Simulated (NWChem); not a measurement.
# CH3FOSi, singlet; SMILES CO[Si]F

```xyz
7

Si     0.6582    -0.8352    -0.0001
F     -0.9419    -1.2254     0.0001
O      0.5791     0.8143     0.0002
C     -0.5024     1.7159    -0.0001
H     -1.4705     1.1909     0.0036
H     -0.4407     2.3625     0.8892
H     -0.4448     2.3573    -0.8934
```
Atoms are numbered in this order, from 1.

Results from NWChem. Low-valent species are run as closed-shell singlets; no triplet was tried in these runs. Geometry: optimised at PBE0/def2-SVP.

For level LC-BLYP (range parameter 0.33 per bohr)/def2-TZVP:

```yaml
highest occupied level (eV): -10.08
orbital gap (eV): 10.53
```

Task: How do the values read with level N12/def2-TZVP instead?

Result: highest occupied level (eV): -6.45
orbital gap (eV): 4.17
